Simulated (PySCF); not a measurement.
This PySCF input asks for the NMR shieldings of `[SiH3]C#CBn1cccc1`, C6H8BNSi; the geometry comes from GFN2-xTB.

```python
import basis_set_exchange as bse
import numpy as np
from pyscf import gto, dft
from pyscf.prop import nmr

atoms = """
Si    4.053240    0.036028    1.011204
C     2.409502   -0.324116    0.247173
C     1.322296   -0.556256   -0.240775
B    -0.028500   -0.847851   -0.846385
N    -1.185597   -0.261790   -0.272984
C    -1.225425    0.580886    0.819461
C    -2.509606    0.937381    1.070032
C    -3.319797    0.291209    0.092578
C    -2.486094   -0.424518   -0.702720
H     3.882295    1.112387    1.992288
H     4.970690    0.452519   -0.051950
H     4.521667   -1.188483    1.665161
H    -0.142557   -1.548232   -1.779728
H    -0.318801    0.851907    1.323894
H    -2.858014    1.582955    1.852263
H    -4.386768    0.362548    0.009845
H    -2.705528   -1.044544   -1.549806
"""
names = dict.fromkeys(["Si", "C", "B", "N", "H"], "pcSseg-1")
basis = {el: gto.basis.parse(bse.get_basis(n, elements=[el], fmt="nwchem")) for el, n in names.items()}
mol = gto.M(atom=atoms, basis=basis, charge=0, verbose=0)
mf = dft.RKS(mol, xc="PBE0")
mf.grids.level = 2
mf.grids.alignment = dft.numint.BLKSIZE   # the property module wants whole blocks of grid points
mf.conv_tol = 1e-9
mf.kernel()

calc = nmr.RKS(mf)   # GIAO
C = mf.mo_coeff
Co = C[:, mf.mo_occ > 0]
resp = mf.gen_response(singlet=True, hermi=2)
def vind(x):   # induced exchange potential for any number of trial vectors
    d = np.einsum("pi,xij,qj->xpq", C, 2 * x.reshape(-1, C.shape[1], Co.shape[1]), Co, optimize=True)
    return np.einsum("xpq,pi,qj->xij", resp(d - d.transpose(0, 2, 1)), C, Co, optimize=True).ravel()
mo1, _ = nmr.rhf.solve_mo1(calc, with_cphf=vind)
sigma = calc.kernel(mo1)
for i, s in enumerate(sigma):   # ppm
    w = np.linalg.eigvalsh((s + s.T) / 2)
    print("%2d %-2s iso %8.1f  s11 %8.1f  s22 %8.1f  s33 %8.1f" % (i, mol.atom_pure_symbol(i), w.mean(), *w))
```

**Question.** Give the expected output.

**Answer.** 
```
 0 Si iso    448.1  s11    440.0  s22    444.0  s33    460.2
 1 C  iso     63.3  s11    -19.5  s22      1.8  s33    207.6
 2 C  iso     62.0  s11    -44.9  s22    -38.1  s33    269.0
 3 B  iso     68.4  s11     34.9  s22     56.1  s33    114.2
 4 N  iso     34.8  s11    -92.2  s22     -5.5  s33    202.2
 5 C  iso     55.6  s11    -32.6  s22     67.0  s33    132.3
 6 C  iso     64.8  s11    -25.0  s22     60.2  s33    159.3
 7 C  iso     63.9  s11    -25.2  s22     58.6  s33    158.3
 8 C  iso     53.7  s11    -31.4  s22     65.5  s33    127.0
 9 H  iso     27.3  s11     23.6  s22     26.2  s33     32.2
10 H  iso     27.3  s11     24.0  s22     25.7  s33     32.3
11 H  iso     27.3  s11     24.1  s22     25.7  s33     32.2
12 H  iso     26.5  s11     23.6  s22     26.9  s33     28.9
13 H  iso     24.2  s11     19.9  s22     23.9  s33     28.7
14 H  iso     25.0  s11     22.8  s22     25.3  s33     26.9
15 H  iso     25.0  s11     23.0  s22     25.6  s33     26.5
16 H  iso     24.7  s11     21.8  s22     25.8  s33     26.6
```

These numbers come from an equivalent density-fitted implementation of the same equations, which agrees with the script to about 0.01 ppm for H and up to a few tenths of a ppm for heavy atoms, so last digits may differ.

Size and cost of the density-fitted run: 200 basis functions, 39 s wall time on 1 thread of an Arm Neoverse V2, shared host; peak memory 0.91 GiB.
